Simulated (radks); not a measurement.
The numbers below are computed, except where a source is named.
Task: These are the eigenvalues of the occupied orbitals of an atom or ion with whole-number occupations (hartree). Code: a radial shooting solver on a logarithmic mesh with Libxc functionals. Model: Dirac Kohn-Sham, BLYP, spin-unpolarised, spherical densities, point nucleus.

orbital  eigenvalue
1s1/2     -2965.149
2s1/2     -523.3931
2p1/2     -501.8794
2p3/2     -434.3913
3s1/2     -124.1164
3p1/2     -114.4583
3p3/2     -99.56612
3d3/2     -83.55643
3d5/2     -80.35624
4s1/2     -27.54783
4p1/2     -23.43171
4p3/2     -19.85895
4d3/2     -13.13203
4d5/2     -12.46693
5s1/2      -4.76248
4f5/2      -3.84005
4f7/2      -3.69995
5p1/2      -3.42585
5p3/2      -2.81444
5d3/2      -1.03610
5d5/2      -0.97363

Which element is it, and in what charge state? The configuration may be excited. Open shells, if any, fill j = l - 1/2 first.

Result: Z = 79, gold, charge +2: Au2+ in [Xe] 4f14 5d9. The list shows which subshells hold electrons but not how many an open one holds; the 1s level, -2965.1 hartree, gives Z - s = 77.0 by -(Z - s)^2/2, which with screening and relativity narrows Z to a few neighbours, and the depths of the outer levels then fix element, charge and occupations together.
